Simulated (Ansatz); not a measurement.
`[SiH3][GeH2][CH2]S` + `C[CH]1[S][GeH2]1` → `[SiH3][CH]1[S][GeH2]1` + `[CH3][GeH2][CH2]S`  (redistribution)

Gas-phase electronic energies from Ansatz, PBE0-D4/def2-TZVP geometries. CBS: MP2 limit from def2 TZ/QZ plus the TZ coupled-cluster correction, frozen cores. Functionals use def2-TZVPP. For Ge outer-core shells are correlated without core-valence functions, which leaves a few kJ/mol of doubt a bond. Scalar relativity is left out up to krypton. Each species was taken in one conformer, which may not be the lowest.

```csv
species,r2SCAN-D4 energy (Eh)
`[SiH3][GeH2][CH2]S`,-2807.54654
`C[CH]1[S][GeH2]1`,-2554.96480
`[SiH3][CH]1[S][GeH2]1`,-2806.33834
`[CH3][GeH2][CH2]S`,-2556.17827
```

Work out ΔE.

ΔE = (-2806.33834) + (-2556.17827) − (-2807.54654) − (-2554.96480) = -0.00527 Eh = -13.8 kJ/mol. CCSD(T)/CBS gives -20.4 kJ/mol.

Largest T1 diagnostic among the species: 0.012.

From PBE to PBE0 (25 % exact exchange), in def2-TZVPP and without D4, ΔE moves by −4.0 kJ/mol.
